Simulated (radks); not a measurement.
Spherical quantum dot in the effective-mass picture: electrons in a well V = -V0 / (1 + exp((r - R)/a)) with V0 = 2.33, R = 9.7, a = 0.6, with a point charge +2 (a donor) at the centre, all in effective atomic units (hartree* = m*/eps^2 hartree, bohr* = eps/m* bohr), one dielectric constant everywhere. Method: non-relativistic Kohn-Sham, LDA (Slater exchange, Perdew-Wang correlation), spin-polarised, spherical densities; computed with a radial shooting solver with Libxc functionals. Levels are named by radial order and angular momentum (1s, 1p, 1d, 2s, ...), and open shells are averaged over m. Results are scaled to m* = 0.198 and eps = 9.8, for which hartree* = 56.1 meV and bohr* = 2.619 nm.

N = 12, configuration 1s2 1p6 1d(up 2, down 0) 2s2. This is the lowest configuration that the search found. Occupied and some empty levels:

| level | occupation | eigenvalue (meV) | <r> (nm) |
|---|---|---|---|
| 1s down | 1 | -74.089 | 2.555 |
| 1s up | 1 | -74.087 | 2.557 |
| 2s up | 1 | -55.595 | 17.02 |
| 2s down | 1 | -54.955 | 16.98 |
| 1p up | 3 | -54.162 | 17.31 |
| 1p down | 3 | -53.515 | 17.28 |
| 1d up | 2 | -51.313 | 17.88 |
| 1d down | 0 | -50.652 | 17.87 |
| 1f up | 0 | -47.422 | 18.38 |
| 1f down | 0 | -46.757 | 18.39 |
| 1g up | 0 | -42.591 | 18.84 |
| 1g down | 0 | -41.930 | 18.85 |
| 2p up | 0 | -39.083 | 13.23 |
| 2p down | 0 | -38.743 | 13.17 |

Energy (meV): total -1320.61, kinetic 217.92, external -2079.0, Hartree 678.07, exchange-correlation -137.57.
